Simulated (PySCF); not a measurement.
Species: C4H3FO2.
SMILES with atom numbers: `[O:1]=[C:2]1[CH2:3][C:4]([F:5])=[CH:6][O:7]1`

NICS is the negative of the GIAO shielding at a point without a nucleus: at the ring centre (0) and 1 Å above and below it (1); zz is the component along the ring normal. Level: GIAO PBE0/pcSseg-1 (PySCF, non-relativistic, gas phase) on the GFN2-xTB geometry, one conformer.

Ring bond lengths (Å), with Mayer bond orders in brackets: C2–C3 1.524 (0.98), C3–C4 1.491 (1.07), C4–C6 1.330 (1.77), C6–O7 1.373 (0.95), O7–C2 1.361 (1.03).

Task: What do the NICS probes read (ppm)?

Result: 
| ring | type | NICS(0) | NICS(1), two faces | NICS(1)zz, two faces | rms pucker (Å) | centre to ring atoms, mean (Å) |
| --- | --- | --- | --- | --- | --- | --- |
| C2–C3–C4–C6–O7 | 5-membered ring with O; formal bonds 1 double, 4 single | -4.4 | -2.8 / -2.8 | -2.9 / -2.9 | 0.00 | 1.20 |

Task: What can be read from them?

Result: 
- C2–C3–C4–C6–O7: mean NICS(1)zz -2.9 ppm, near zero. C3 has four or more neighbours, so the value isn't read as a sign of a π ring current.

Task: Give the inner angles of the rings and the Hirshfeld charges of the ring atoms.

Result: 
- C2–C3–C4–C6–O7: C2 108.4° (+0.219 e), C3 100.5° (-0.079 e), C4 109.9° (+0.061 e), C6 111.4° (-0.004 e), O7 109.7° (-0.095 e); sum 540.0° against 540° for a flat convex ring.

Task: What are the shieldings of the ring atoms and their hydrogens in the same run (means over atoms taken as equivalent)?

Result: 
```csv
atoms,environment,σ isotropic (ppm)
C2,ester carbonyl carbon,14.1
C3,sp3 carbon next to a carbonyl,151.6
C4,vinylic C–F carbon,29.0
C6,vinylic carbon bearing oxygen,54.8
O7,ester single-bonded oxygen,84.0
H on C3 (×2),methylene hydrogen,28.33
H on C6,vinylic hydrogen,24.93
```

Time: 19 s wall, 17 s CPU. Hardware: one thread of an x86-64 server, shared host. This is the whole shielding run at PBE0/pcSseg-1, SCF included.
